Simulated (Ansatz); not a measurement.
Species: C$_{9}$H$_{7}$BFN, SMILES `Bc1ccc(F)c2ncccc12` (charge 0, multiplicity 1).

Give a relaxed geometry from B3LYP-D3(BJ)/def2-SVP (Ansatz, an electronic-structure program).

One answer among several that fit: the end point of this relaxation, one of several conformers (outside a Z-matrix the atoms follow the SMILES, hydrogens last).
Bonded distances (Å): B1–C2 1.535, B1–H13 1.205, B1–H14 1.207, C2–C3 1.399, C2–C12 1.446, C3–C4 1.408, C3–H15 1.092, C4–C5 1.377, C4–H16 1.091, C5–F6 1.325, C5–C7 1.429, C7–N8 1.356, C7–C12 1.433, N8–C9 1.314, C9–C10 1.417, C9–H17 1.097, C10–C11 1.378, C10–H18 1.092, C11–C12 1.420, C11–H19 1.090. Angles (°): C2–B1–H13 123.0, C2–B1–H14 118.7, H13–B1–H14 118.2, B1–C2–C3 118.2, B1–C2–C12 124.5, C3–C2–C12 117.3, C2–C3–C4 123.0, C2–C3–H15 118.6, C4–C3–H15 118.4, C3–C4–C5 119.1, C3–C4–H16 121.8, C5–C4–H16 119.2, C4–C5–F6 119.6, C4–C5–C7 122.1, F6–C5–C7 118.3, C5–C7–N8 118.1, C5–C7–C12 117.9, N8–C7–C12 124.0, C7–N8–C9 117.9, N8–C9–C10 123.4, N8–C9–H17 116.8, C10–C9–H17 119.8, C9–C10–C11 119.0, C9–C10–H18 119.9, C11–C10–H18 121.0, C10–C11–C12 119.9, C10–C11–H19 120.8, C12–C11–H19 119.3, C2–C12–C7 120.7, C2–C12–C11 123.6, C7–C12–C11 115.7.
